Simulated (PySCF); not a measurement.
Computed IR spectrum (relative IR intensity) of a molecule CH5F3Si2. The structure is a stationary point at PBE0-D3(BJ)/def2-SVP. One conformer was computed; it need not be the lowest. The numbers are results of PBE0-D3(BJ)/def2-SVP in PySCF 2.14.0, not measurements. Frequencies are harmonic and unscaled.

Lines under 2 % of the strongest are left out, and lines within 2 cm⁻¹ are merged.

```tsv
ν (cm⁻¹)	relative intensity
139	4.1
167	2.6
259	6.4
328	5.4
646	19
693	25
761	22
797	100
821	10
829	4.5
850	61
912	46
926	4.4
954	72
1267	12
1420	2.3
1427	3.0
2243	44
2266	50
```

Question: Which structure fits?
A) C[Si](F)(F)[SiH2]F
B) FC[SiH2][SiH](F)F
C) F[Si](F)(F)C[SiH3]
D) C[Si@H](F)[SiH](F)F

Answer: D, C[Si@H](F)[SiH](F)F
